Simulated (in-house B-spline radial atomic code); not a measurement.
**RPA and G0W0 on r2SCAN0: the calcium ion Ca⁵⁺**

Configuration [Ne] 3s2 3p3, highest spin, mean-field start r2SCAN0. Computed with an all-electron radial atomic-structure program (B-spline basis): all electrons, scalar-relativistic (spin-free one-electron X2C), finite nucleus, each spin shell either full or empty, empty states to l = 9 with an (l + 1/2)⁻⁴ tail; G0W0 by contour deformation at full frequency.

Command:
```bash
python run_gw.py task.json out
```
Settings (radii: box in bohr, nucleus in fm):
```
Z                        20
electrons                15
configuration            [Ne] 3s2 3p3
hamiltonian              x2c
method                   r2scan0
lmax                     9
rms_radius               3.4776
spin_polarised           True
box_radius               10.43
intervals                68
```

Run time, properties included: 2.4 s on 1 thread of Arm Neoverse N1 (shared host).

Energies (hartree):

```json
{"term": "mean-field total", "value": "-672.33121"}
{"term": "Hartree-Fock functional on these orbitals", "value": "-671.74236"}
{"term": "direct second order", "value": "-1.0264"}
{"term": "second-order exchange", "value": "0.3735"}
{"term": "SOSEX correction", "value": "0.34255"}
```

Question: What is the RPA correlation energy, and what remains with SOSEX?

Answer: RPA gives -0.91473 hartree (-1.66 eV per electron); RPA + SOSEX gives -0.57217, and the second-order doubles -0.65285 hartree (no singles). SOSEX takes back 37 % of the RPA value.

Quasi-particle levels (eV):

```tsv
level	occupied	mean field	Σx - vxc	Σc	QP weight	G0W0
3p up	yes	-101.65	-6.17	?	?	?
3s down	yes	-115.05	-4.30	-2.89	0.961	-122.23
2p down	yes	-427.30	-22.50	6.65	0.932	-443.15
3p down	no	-89.67	8.08	-3.13	0.957	-84.71
```

G0W0 = mean field + (Σx - vxc) + Σc, with Σc (partial-wave tail included) taken at the quasi-particle energy. Only the outer levels were computed. Levels of low weight are left out.

Question: Where does G0W0 put 3p up?

Answer: At -108.13 eV, with Σc = -0.31 eV and a quasi-particle weight of 0.958. The tabulated removal energy is 108.78 ± 0.25 eV (NIST, semi-empirical); the calculation leaves out spin-orbit coupling, Breit and QED terms, and what these don't explain is the method's own error.
